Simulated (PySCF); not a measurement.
disulfane (H2S2), singlet, geometry from GFN2-xTB; MP2/6-31G** (PySCF).

PySCF was given this input:
```python
from pyscf import gto, scf, mp

mol = gto.M(
    atom='''
S    -0.898809    0.026048    0.489599
S     0.897080    0.078396   -0.487181
H    -1.521883   -0.854351   -0.305643
H     1.549552   -0.816755    0.266954
''',
    basis='6-31g**',
    charge=0,
    spin=0,
    verbose=4,
)

mf = scf.RHF(mol)
mf.kernel()

pt = mp.MP2(mf)
pt.kernel()
print('E(MP2) = %.10f' % pt.e_tot)
```

The log (banner, timings and long lists left out):

```
PySCF version 2.14.0

[INPUT] verbose = 4
[INPUT] num. atoms = 4
[INPUT] num. electrons = 34
[INPUT] charge = 0
[INPUT] spin (= nelec alpha-beta = 2S) = 0
[INPUT] symmetry False subgroup None
[INPUT] Mole.unit = angstrom
[INPUT] Symbol           X                Y                Z      unit          X                Y                Z       unit  Magmom
[INPUT]  1 S     -0.898809000000   0.026048000000   0.489599000000 AA   -1.698502848294   0.049223586093   0.925208020861 Bohr   0.0
[INPUT]  2 S      0.897080000000   0.078396000000  -0.487181000000 AA    1.695235511825   0.148146969261  -0.920638663092 Bohr   0.0
[INPUT]  3 H     -1.521883000000  -0.854351000000  -0.305643000000 AA   -2.875942063631  -1.614489404248  -0.577581561890 Bohr   0.0
[INPUT]  4 H      1.549552000000  -0.816755000000   0.266954000000 AA    2.928228895772  -1.543443260869   0.504469947857 Bohr   0.0

nuclear repulsion = 85.5655629663362
number of shells = 22
number of NR pGTOs = 116
number of NR cGTOs = 46
basis = 6-31g**
ecp = {}

******** <class 'pyscf.scf.hf.RHF'> ********
method = RHF
initial guess = minao
damping factor = 0
level_shift factor = 0
DIIS = <class 'pyscf.scf.diis.CDIIS'>
diis_start_cycle = 1
diis_space = 8
diis_damp = 0
SCF conv_tol = 1e-09
SCF conv_tol_grad = None
SCF max_cycles = 50
direct_scf = True
direct_scf_tol = 1e-13
Set gradient conv threshold to 3.16228e-05
Initial guess from minao.
init E= -796.219949063204
  HOMO = -0.278276038342455  LUMO = 0.000691903107665759  gap/eV = 7.59110
cycle= 1 E= -796.151989702126  delta_E= 0.068  |g|= 0.247  |ddm|= 2.02
  HOMO = -0.389833040939397  LUMO = 0.0939091883445284  gap/eV = 13.16330
cycle= 2 E= -796.176673487543  delta_E= -0.0247  |g|= 0.0682  |ddm|= 0.388
  HOMO = -0.379386080971023  LUMO = 0.10724395270754  gap/eV = 13.24188
cycle= 3 E= -796.178394497312  delta_E= -0.00172  |g|= 0.0194  |ddm|= 0.094
  HOMO = -0.382331833183525  LUMO = 0.10657878134104  gap/eV = 13.30394
cycle= 4 E= -796.178638654636  delta_E= -0.000244  |g|= 0.00361  |ddm|= 0.0469
  HOMO = -0.381670291565568  LUMO = 0.107553068637078  gap/eV = 13.31245
cycle= 5 E= -796.178647005077  delta_E= -8.35e-06  |g|= 0.000905  |ddm|= 0.00968
  HOMO = -0.381955681907283  LUMO = 0.107339104532348  gap/eV = 13.31439
cycle= 6 E= -796.17864747045  delta_E= -4.65e-07  |g|= 0.000194  |ddm|= 0.00217
  HOMO = -0.381943200661377  LUMO = 0.107350557810033  gap/eV = 13.31436
cycle= 7 E= -796.178647501966  delta_E= -3.15e-08  |g|= 5.05e-05  |ddm|= 0.000562
  HOMO = -0.381944285201202  LUMO = 0.107353140980271  gap/eV = 13.31446
cycle= 8 E= -796.178647504728  delta_E= -2.76e-09  |g|= 1.49e-05  |ddm|= 0.000193
  HOMO = -0.381944598618957  LUMO = 0.107352997027588  gap/eV = 13.31447
cycle= 9 E= -796.178647505077  delta_E= -3.49e-10  |g|= 4.25e-06  |ddm|= 8.13e-05
  HOMO = -0.381944546647283  LUMO = 0.107353086022467  gap/eV = 13.31447
Extra cycle  E= -796.178647505098  delta_E= -2.14e-11  |g|= 2.37e-06  |ddm|= 1.31e-05
converged SCF energy = -796.178647505098

******** <class 'pyscf.mp.mp2.RMP2'> ********
nocc = 17, nmo = 46
E(RMP2) = -796.440924213833  E_corr = -0.26227670873512
E(SCS-RMP2) = -796.440906334419  E_corr = -0.26225882932129
E_corr(same-spin) = -0.06054602441637
E_corr(oppo-spin) = -0.20173068431875
E(MP2) = -796.4409242138
```
